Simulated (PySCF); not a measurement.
PySCF job for In(Cl)(vinyl)(OH) (C₂H₄ClInO), SMILES C=[CH][In]([OH])[Cl], TDA-PBE/def2-SVPD. Geometry optimised at B3LYP-D3(BJ)/def2-SVP. The structure was generated by enumeration; whether it is a known compound was not checked. The def2 effective core potentials stand for the cores of In; spin–orbit coupling is left out. Other conformers were not sampled.

```python
import numpy as np
from pyscf import gto, scf, dft, tdscf

mol = gto.M(
    atom='''
    In    0.11911871    0.00946699   -0.00000000
    Cl   -0.76393617   -2.19555733    0.00000000
    C    -1.07259857    1.77850223    0.00000000
    C    -0.52198692    2.99826695    0.00000000
    H    -2.16226149    1.66595084   -0.00000000
    H    -1.14201614    3.90425648    0.00000000
    H     0.56093022    3.16178300    0.00000000
    O     2.12108726    0.04021102    0.00000000
    H     2.49226019   -0.85370126    0.00000000
    ''',
    basis='def2-SVPD',
    ecp={'In': 'def2-svp'},
    charge=0,
    spin=0,
    symmetry=True,
    max_memory=1600,
    verbose=4,
)
mf = dft.RKS(mol, xc='pbe').density_fit(auxbasis='def2-universal-jkfit')
mf.grids.level = 3
mf.conv_tol = 1e-9
mf.max_cycle = 100
mf.kernel()
mf.grids = dft.Grids(mol).set(level=1).build(with_non0tab=True)  # coarser grid for the response kernel
td = tdscf.TDA(mf)
td.singlet = True
td.nstates = 10
td.conv_tol = 1e-4
td.positive_eig_threshold = 1e-6
td.kernel(x0=td.get_init_guess(mf, 15))
td.analyze()
tt = tdscf.TDA(mf)
tt.singlet = False
tt.nstates = 4
tt.conv_tol = 1e-4
tt.positive_eig_threshold = 1e-6
tt.kernel(x0=tt.get_init_guess(mf, 9))
tt.analyze(verbose=3)
```

It prints:

```
PySCF version 2.14.0

[INPUT] verbose = 4
[INPUT] num. atoms = 9
[INPUT] num. electrons = 62
[INPUT] charge = 0
[INPUT] spin (= nelec alpha-beta = 2S) = 0
[INPUT] symmetry True subgroup None
[INPUT] Mole.unit = angstrom
[INPUT] Symbol           X                Y                Z      unit          X                Y                Z       unit  Magmom
[INPUT]  1 In     0.119118710000   0.009466990000   0.000000000000 AA    0.225101738211   0.017890018324   0.000000000000 Bohr   0.0
[INPUT]  2 Cl    -0.763936170000  -2.195557330000   0.000000000000 AA   -1.443630137949  -4.149002044481   0.000000000000 Bohr   0.0
[INPUT]  3 C     -1.072598570000   1.778502230000   0.000000000000 AA   -2.026917538900   3.360882126628   0.000000000000 Bohr   0.0
[INPUT]  4 C     -0.521986920000   2.998266950000   0.000000000000 AA   -0.986412319405   5.665903383835   0.000000000000 Bohr   0.0
[INPUT]  5 H     -2.162261490000   1.665950840000   0.000000000000 AA   -4.086082025794   3.148190824589   0.000000000000 Bohr   0.0
[INPUT]  6 H     -1.142016140000   3.904256480000   0.000000000000 AA   -2.158097734433   7.377975467258   0.000000000000 Bohr   0.0
[INPUT]  7 H      0.560930220000   3.161783000000   0.000000000000 AA    1.060004490792   5.974903935306   0.000000000000 Bohr   0.0
[INPUT]  8 O      2.121087260000   0.040211020000   0.000000000000 AA    4.008274007704   0.075987814989   0.000000000000 Bohr   0.0
[INPUT]  9 H      2.492260190000  -0.853701260000   0.000000000000 AA    4.709689190256  -1.613261573596   0.000000000000 Bohr   0.0

nuclear repulsion = 293.526326843294
point group symmetry = Cs
symmetry origin: [-3.77945237e-09  4.19939120e-09  0.00000000e+00]
symmetry axis x: [ 1.00000000e+00 -1.36699072e-09  0.00000000e+00]
symmetry axis y: [1.36699072e-09 1.00000000e+00 0.00000000e+00]
symmetry axis z: [0. 0. 1.]
num. orbitals of irrep A' = 109
num. orbitals of irrep A" = 45
number of shells = 64
number of NR pGTOs = 245
number of NR cGTOs = 154
basis = def2-SVPD
ecp = {'In': 'def2-svp'}


[settings echo left out]
init E= -782.360509044917
HOMO (A") = -0.616594777169479  LUMO (A') = -0.560006437246102  gap/eV = 1.53985
cycle= 1 E= -801.695241511054  delta_E= -19.3  |g|= 2.72  |ddm|= 22.5
HOMO (A') = 0.0286374496793234  LUMO (A') = 0.0654891544735654  gap/eV = 1.00279
cycle= 2 E= -739.605501133625  delta_E= 62.1  |g|= 9.29  |ddm|=  154
HOMO (A") = -0.244023812210812  LUMO (A') = -0.214151580302548  gap/eV = 0.81286
cycle= 3 E= -801.418161255851  delta_E= -61.8  |g|= 2.24  |ddm|=  155
HOMO (A") = -0.231148919563766  LUMO (A') = -0.230012935235204  gap/eV = 0.03091
cycle= 4 E= -800.470036664164  delta_E= 0.948  |g|= 2.48  |ddm|= 6.18
HOMO (A") = -0.201232036138145  LUMO (A') = -0.10077906767485  gap/eV = 2.73346
cycle= 5 E= -803.32900402981  delta_E= -2.86  |g|= 0.899  |ddm|= 4.58
HOMO (A") = -0.225752710749759  LUMO (A') = -0.0964521496793012  gap/eV = 3.51845
cycle= 6 E= -803.458373028261  delta_E= -0.129  |g|= 0.776  |ddm|= 2.23
HOMO (A") = -0.243464108059881  LUMO (A') = -0.102846337554801  gap/eV = 3.82640
cycle= 7 E= -803.563550020437  delta_E= -0.105  |g|= 0.343  |ddm|= 1.11
HOMO (A") = -0.270649230466947  LUMO (A') = -0.0998740689158382  gap/eV = 4.64703
cycle= 8 E= -803.591442634241  delta_E= -0.0279  |g|= 0.135  |ddm|= 0.529
HOMO (A") = -0.25988542111681  LUMO (A") = -0.0943191637602867  gap/eV = 4.50529
cycle= 9 E= -803.594808983709  delta_E= -0.00337  |g|= 0.0841  |ddm|= 0.361
HOMO (A") = -0.259426464813906  LUMO (A") = -0.0947976256839862  gap/eV = 4.47978
cycle= 10 E= -803.596444137702  delta_E= -0.00164  |g|= 0.0341  |ddm|= 0.154
HOMO (A") = -0.2592863613227  LUMO (A") = -0.0948900726694513  gap/eV = 4.47345
cycle= 11 E= -803.596776014744  delta_E= -0.000332  |g|= 0.00875  |ddm|= 0.0622
HOMO (A") = -0.259385095906648  LUMO (A") = -0.0950345333497147  gap/eV = 4.47221
cycle= 12 E= -803.596796318463  delta_E= -2.03e-05  |g|= 0.00141  |ddm|= 0.0195
HOMO (A") = -0.25953790490136  LUMO (A") = -0.0950494734128506  gap/eV = 4.47596
cycle= 13 E= -803.596796914117  delta_E= -5.96e-07  |g|= 0.000288  |ddm|= 0.00301
HOMO (A") = -0.259566989221491  LUMO (A") = -0.0950552027105838  gap/eV = 4.47659
cycle= 14 E= -803.596796935142  delta_E= -2.1e-08  |g|= 0.000115  |ddm|= 0.000653
HOMO (A") = -0.259552325043632  LUMO (A") = -0.0950479019741843  gap/eV = 4.47639
cycle= 15 E= -803.596796939236  delta_E= -4.09e-09  |g|= 2.06e-05  |ddm|= 0.000212
HOMO (A") = -0.259551471617517  LUMO (A") = -0.095049731282371  gap/eV = 4.47632
cycle= 16 E= -803.596796939349  delta_E= -1.13e-10  |g|= 4.49e-06  |ddm|= 5.56e-05
HOMO (A") = -0.259551942852112  LUMO (A") = -0.095048799594335  gap/eV = 4.47636
Extra cycle  E= -803.596796939332  delta_E= 1.73e-11  |g|= 9.06e-06  |ddm|= 2.59e-05
converged SCF energy = -803.596796939332
tot grids = 39832
Overwritten attributes  positive_eig_threshold  of <class 'pyscf.tdscf.rks.TDA'>


******** <class 'pyscf.tdscf.rks.TDA'> for <class 'pyscf.df.df_jk.DFSymAdaptedRKS'> ********
nstates = 10 singlet
deg_eia_thresh = 1.000e-03
wfnsym = None
conv_tol = 0.0001
eigh lindep = 1e-12
eigh level_shift = 0
eigh max_cycle = 100


Excitation energies (eV)
[4.59991184 4.63773649 4.67981404 4.98404415 5.03713132 5.15528863
 5.25681391 5.41456355 5.44909977 5.80486897]

** Singlet excitation energies and oscillator strengths **
Excited State   1:   A"      4.59991 eV    269.54 nm  f=0.0002
      30 -> 32       -0.70124
Excited State   2:   A'      4.63774 eV    267.34 nm  f=0.0003
      28 -> 33       -0.10715
      30 -> 33       -0.29055
      31 -> 32       -0.62284
Excited State   3:   A"      4.67981 eV    264.93 nm  f=0.0040
      31 -> 33        0.70317
Excited State   4:   A'      4.98404 eV    248.76 nm  f=0.0473
      26 -> 33        0.27304
      29 -> 32       -0.18777
      30 -> 33       -0.56939
      31 -> 32        0.20501
Excited State   5:   A"      5.03713 eV    246.14 nm  f=0.0033
      28 -> 32       -0.11635
      29 -> 33       -0.68989
Excited State   6:   A'      5.15529 eV    240.50 nm  f=0.0262
      26 -> 33       -0.17819
      27 -> 32       -0.32580
      28 -> 33        0.11626
      29 -> 32       -0.55647
      30 -> 33        0.10337
      31 -> 32       -0.12040
Excited State   7:   A"      5.25681 eV    235.85 nm  f=0.0007
      26 -> 32        0.38362
      28 -> 32        0.58558
Excited State   8:   A"      5.41456 eV    228.98 nm  f=0.0395
      26 -> 32       -0.13967
      27 -> 33       -0.66551
      28 -> 32        0.14174
Excited State   9:   A"      5.44910 eV    227.53 nm  f=0.0005
      26 -> 32        0.57032
      27 -> 33       -0.20884
      28 -> 32       -0.33719
Excited State  10:   A'      5.80487 eV    213.59 nm  f=0.0355
      26 -> 33       -0.45146
      27 -> 32        0.29901
      29 -> 32       -0.10247
      29 -> 34       -0.15466
      30 -> 33       -0.13686
      31 -> 34       -0.35532

** Transition electric dipole moments (AU) **
state          X           Y           Z        Dip. S.      Osc.
  1        -0.0000      0.0000     -0.0412      0.0017      0.0002
  2         0.0273      0.0452      0.0000      0.0028      0.0003
  3         0.0000      0.0000      0.1867      0.0348      0.0040
  4        -0.5890      0.2016     -0.0000      0.3876      0.0473
  5        -0.0000      0.0000     -0.1628      0.0265      0.0033
  6         0.1885     -0.4143     -0.0000      0.2072      0.0262
  7         0.0000      0.0000     -0.0727      0.0053      0.0007
  8        -0.0000      0.0000     -0.5457      0.2978      0.0395
  9        -0.0000      0.0000      0.0584      0.0034      0.0005
 10        -0.4916     -0.0901      0.0000      0.2498      0.0355

WARN: ECP detected. Skipping calculation of transition velocity and magnetic dipole moments, which have not yet been implemented.



******** <class 'pyscf.tdscf.rks.TDA'> for <class 'pyscf.df.df_jk.DFSymAdaptedRKS'> ********
nstates = 4 triplet
deg_eia_thresh = 1.000e-03
wfnsym = None
conv_tol = 0.0001
eigh lindep = 1e-12
eigh level_shift = 0
eigh max_cycle = 100


Excitation energies (eV)
[4.15997421 4.35105448 4.36569893 4.43946639]

** Triplet excitation energies and oscillator strengths **
Excited State   1:   A'      4.15997 eV    298.04 nm  f=0.0000
Excited State   2:   A"      4.35105 eV    284.95 nm  f=0.0000
Excited State   3:   A'      4.36570 eV    284.00 nm  f=0.0000
Excited State   4:   A'      4.43947 eV    279.28 nm  f=0.0000
```

The calculation finished and met its thresholds.

Cost: around 80 core-seconds (rough).
